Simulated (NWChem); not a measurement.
Molecule: Si$_{2}$H$_{4}$S, singlet; SMILES [SiH3][Si]S

```xyz
7

Si    -1.1654     0.1316     0.0013
S      0.4712     1.4969     0.0006
H     -0.2399     2.6524     0.0012
Si     0.3021    -1.7790     0.0020
H      1.7679    -1.4695    -0.0043
H     -0.0164    -2.6177    -1.1997
H     -0.0078    -2.6084     1.2125
```
Atoms are numbered in this order, from 1.

Program: NWChem. Low-valent species are run as closed-shell singlets; no triplet was tried in these runs. Geometry: optimised at PBE0/def2-SVP. Level: M06-2X/def2-SVP with SMD (1 M gas to 1 M solution), gas-phase geometry. Reactions with the solvent are ignored.

For solvent 1-propanol:

```yaml
dipole in solution (D): 1.48
```

**Question.** How do the values read with solvent n-hexane instead?

**Answer.** 
| Quantity | Result |
|---|---|
| dipole in solution (D) | 1.28 |
